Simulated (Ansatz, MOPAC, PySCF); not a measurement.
Molecule: GeO2, net charge 0, singlet state. SMILES: [Ge](=[O])=[O]
Geometry: optimised at B3LYP-D3(BJ)/def2-TZVP (Ansatz, a first-principles code).

Unscaled harmonic wavenumbers (cm⁻¹) in rising order, each level at the stationary point that it reaches from this structure (no distance between atoms moves by over 0.3 Å); the order of modes can differ between levels, and a negative number is imaginary. B3LYP-D3(BJ)/def2-TZVP (PySCF, at the structure above): 206, 206, 891, 1070.

AM1 (MOPAC): 94, 94, 736, 746. Zero-point energy 2.4 against 3.4 kcal/mol; where all levels lie over 400 cm⁻¹, the wavenumbers are on average 0.761 times those of B3LYP-D3(BJ)/def2-TZVP.

PM3 (MOPAC): 155, 155, 870, 999. Zero-point energy 3.1 against 3.4 kcal/mol; where all levels lie over 400 cm⁻¹, the wavenumbers are on average 0.955 times those of B3LYP-D3(BJ)/def2-TZVP.

PM6 (MOPAC): 166, 166, 905, 1063. Zero-point energy 3.3 against 3.4 kcal/mol; where all levels lie over 400 cm⁻¹, the wavenumbers are on average 1.004 times those of B3LYP-D3(BJ)/def2-TZVP.

HF/6-31G* with LANL2DZ past Ar (Ansatz): 179, 179, 952, 1089. Zero-point energy 3.4 against 3.4 kcal/mol; where all levels lie over 400 cm⁻¹, the wavenumbers are on average 1.043 times those of B3LYP-D3(BJ)/def2-TZVP.
